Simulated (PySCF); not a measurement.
**Question.** Write Cartesian coordinates for `C[C@@H]1CCC[C@@H](C)N1[O]` [radical] as optimised with PBE0-D3(BJ)/def2-SVP. (Doublet state.)

**Answer.** 
```xyz
23
C7H14NO angstrom
C     -2.0791   -0.9685   -0.4706
C     -1.2675   -0.3483    0.6628
C     -1.2129    1.1771    0.6293
C     -0.2769    1.6956   -0.4535
C      1.1106    1.1007   -0.2689
C      1.0889   -0.4246   -0.2695
C      2.4415   -1.0324    0.0392
N      0.0879   -0.9108    0.6927
O      0.2040   -2.0783    1.1582
H     -2.0430   -2.0643   -0.3872
H     -3.1301   -0.6478   -0.4111
H     -1.6955   -0.6845   -1.4625
H     -1.7064   -0.6770    1.6170
H     -0.8577    1.5378    1.6094
H     -2.2333    1.5707    0.4966
H     -0.6640    1.4348   -1.4540
H     -0.2298    2.7954   -0.4188
H      1.5355    1.4433    0.6915
H      1.7955    1.4435   -1.0608
H      0.7703   -0.7645   -1.2780
H      3.1766   -0.6976   -0.7075
H      2.3891   -2.1277    0.0297
H      2.7870   -0.7187    1.0363
```

Orientation and origin are arbitrary. Atoms count from 1 in this order. Of the pairs four or more bonds apart, O9···H22 is among the closest relative to their van der Waals radii: 2.46 Å, 90 % of the sum of Bondi's values. The 6-membered ring C2–C3–C4–C5–C6–N8 has internal angles of 109.9° to 119.2°; it is puckered, 0.21 Å rms from its mean plane, widest ring torsion 57°. N8 (nitrogen bonded to 2 C and O) has angles 119.2°, 119.0° and 116.5°, sum 354.7°, 0.19 Å off the plane of its three neighbours.

Bonds between heavy atoms (Å): C1–C2 1.526, C2–C3 1.527, C3–C4 1.522, C4–C5 1.521, C5–C6 1.525, C6–C7 1.515, C6–N8 1.471, N8–O9 1.262, C2–N8 1.468.

Computed with PySCF 2.14.0, PBE0-D3(BJ)/def2-SVP geometry optimisation, gas phase.

Point group: C1 (no symmetry element, even within 0.4 Å). Whether it is a minimum is left open (no frequencies). ⟨S²⟩ = 0.754 (exact for a doublet: 0.75). Torsions: C1–C2–C3–C4 -75°, C2–C3–C4–C5 -56°, C3–C4–C5–C6 57°, C4–C5–C6–C7 -175°.

One conformer stands for the species.
